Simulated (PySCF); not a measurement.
Ga(tBu)3, C₁₂H₂₇Ga, SMILES [Ga]([C](C)(C)C)([C](C)(C)C)[C](C)(C)C (GFN2-xTB optimised geometry):

```
40

Ga    -0.406     0.021     0.000
C      1.751     0.021     0.000
C      2.245     0.419    -1.393
C      2.246     1.041     1.028
C      2.318    -1.351     0.357
H      3.337     0.465    -1.418
H      1.857     1.397    -1.678
H      1.918    -0.310    -2.137
H      1.860     2.036     0.809
H      1.923     0.760     2.032
H      3.337     1.095     1.023
H      1.976    -1.666     1.344
H      2.013    -2.100    -0.373
H      3.411    -1.321     0.372
C     -1.398     1.935     0.000
C     -1.439     2.450     1.442
C     -0.638     2.935    -0.873
C     -2.828     1.818    -0.527
H     -1.925     3.428     1.493
H     -0.430     2.551     1.845
H     -1.994     1.759     2.080
H      0.385     3.064    -0.522
H     -0.609     2.594    -1.910
H     -1.125     3.914    -0.851
H     -2.829     1.474    -1.563
H     -3.411     1.120     0.074
H     -3.331     2.788    -0.493
C     -1.613    -1.763     0.096
C     -2.472    -1.685     1.360
C     -2.520    -1.843    -1.134
C     -0.751    -3.022     0.155
H     -3.142    -2.546     1.429
H     -3.084    -0.781     1.360
H     -1.841    -1.670     2.251
H     -3.165    -0.967    -1.202
H     -1.924    -1.903    -2.046
H     -3.157    -2.729    -1.085
H     -0.134    -3.108    -0.741
H     -0.099    -3.007     1.028
H     -1.380    -3.914     0.217
```

Calculation: B3LYP/def2-SVP in PySCF.

Problem. What are the frontier orbital energies and the dipole moment?

Solution. HOMO-2 -8.56 eV, HOMO-1 -5.97 eV, HOMO -5.94 eV, LUMO -1.19 eV, LUMO+1 -0.04 eV; dipole moment 0.06 D.

On the same geometry PBE/def2-SVP in PySCF gives HOMO-2 -7.39 eV, HOMO-1 -5.10 eV, HOMO -5.06 eV, LUMO -1.74 eV, LUMO+1 -0.64 eV; dipole moment 0.05 D.

Meta-Löwdin charges at B3LYP/def2-SVP: Ga1 0.46, C2 -0.08, C3 -0.28, C4 -0.28, C5 -0.27, H6 0.08, H7 0.09, H8 0.08, H9 0.09, H10 0.08, H11 0.08, H12 0.08, H13 0.09, H14 0.08, C15 -0.08, C16 -0.28, C17 -0.28, C18 -0.27, H19 0.08, H20 0.09, H21 0.08, H22 0.08, H23 0.08, H24 0.08, H25 0.08, H26 0.08, H27 0.08, C28 -0.08, C29 -0.28, C30 -0.28, C31 -0.27, H32 0.08, H33 0.09, H34 0.08, H35 0.09, H36 0.08, H37 0.08, H38 0.08, H39 0.09, H40 0.08.
